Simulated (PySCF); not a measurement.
# Broadened absorption spectrum of 2-ethylphenol

Species: 2-ethylphenol, C₈H₁₀O.
Geometry (PBE0-D3(BJ)/def2-SVP, Å), atoms numbered from 1 in this order:
```
atom  x, y, z in Å
C1    -2.3244   -0.4812   -0.3738
C2    -1.4216    0.0325    0.7453
C3     0.0416   -0.1229    0.4375
C4     0.8035   -1.1626    0.9720
C5     2.1549   -1.3229    0.6636
C6     2.7676   -0.4215   -0.2018
C7     2.0308    0.6258   -0.7513
C8     0.6781    0.7747   -0.4390
O9    -0.0734    1.7762   -0.9561
H10   -2.1347    0.0682   -1.3077
H11   -3.3873   -0.3548   -0.1159
H12   -2.1451   -1.5501   -0.5670
H13   -1.6460   -0.5019    1.6822
H14   -1.6403    1.0975    0.9248
H15    0.3168   -1.8648    1.6554
H16    2.7246   -2.1457    1.1004
H17    3.8253   -0.5273   -0.4546
H18    2.5075    1.3380   -1.4328
H19    0.4788    2.3258   -1.5217
```

Method: TDDFT B3LYP/def2-SVPD, vertical, gas phase, core orbitals frozen in the response (PySCF).

Broadening: Gaussians 0.25 eV wide at half height, area fixed by f = 4.319×10⁻⁹ ∫ε dν̃. The cross-section is σ = 3.8235×10⁻²¹ ε cm², given in Mb (10⁻¹⁸ cm²). The width is an assumption, not a result. The curve ends short of the highest state used, and states not computed would add to its high-energy end.

λ (nm), σ (Mb) and a bar:
```
    192.6      66.18 ##############################
    195.9      21.33 ##########
    199.1      12.51 ######
    202.3       5.60 ###
    205.6       1.59 #
    208.8       2.00 #
    212.0       5.90 ###
    215.3       9.29 ####
    218.5       7.46 ###
    221.7       3.37 ##
    225.0       0.98 
    228.2       0.35 
    231.4       0.28 
    234.7       0.86 
    237.9       3.35 ##
    241.2       9.04 ####
    244.4      15.34 #######
    247.6      17.46 ########
    250.9      13.54 ######
    254.1       7.48 ###
    257.3       3.01 #
    260.6       0.87 
    263.8       0.20 
    267.0       0.03
```

Question: Locate the maxima and give the states behind the curve.

Answer: 247 nm (5.02 eV), ε about 4600, made up of S1 (100%); 216 nm (5.75 eV), ε about 2400, made up of S3 (100%) (ε in L mol⁻¹ cm⁻¹; maxima over ε = 5, shares over 10%). At its high-energy end, 6.44 eV, the curve is still rising (ε about 18000, from S6, S7 and S8). The states used: S1 5.02 eV (f 0.043); S2 5.44 eV (f 0.0005); S3 5.75 eV (f 0.023); S4 6.22 eV (f 0.0088); S5 6.25 eV (f 0.011); S6 6.39 eV (f 0.033); S7 6.64 eV (f 0.559); S8 6.66 eV (f 0.352); S9 6.88 eV (f 0.010); S10 7.04 eV (f 0.033).

Question: Does any computed singlet lie in the visible range?

Answer: No computed singlet lies in the visible range (380 to 750 nm); the lowest, at 247 nm, stands 1.76 eV above its violet end (3.26 eV).

Question: What would ε be at 5.02 eV, the highest of these maxima, with half the width (0.125 eV)?

Answer: About 9170 L mol⁻¹ cm⁻¹ against 4590, a factor of about 2.00; a lone state at its own centre would give exactly 2.

Question: On this curve, what absorbance would a 10⁻³ mol/L sample give at 254 nm over a 1 cm path?

Answer: 254 nm is 4.881 eV, where ε is about 2000 L mol⁻¹ cm⁻¹, so A = ε c l ≈ 2 (Beer–Lambert, with the gas-phase spectrum and the assumed width).

All these states lie below the vertical ionisation energy of 8.22 eV (ΔSCF).

On one thread, Arm Neoverse V2, no GPU (shared host), this took 3.7 min wall.

One conformer stands for the species.
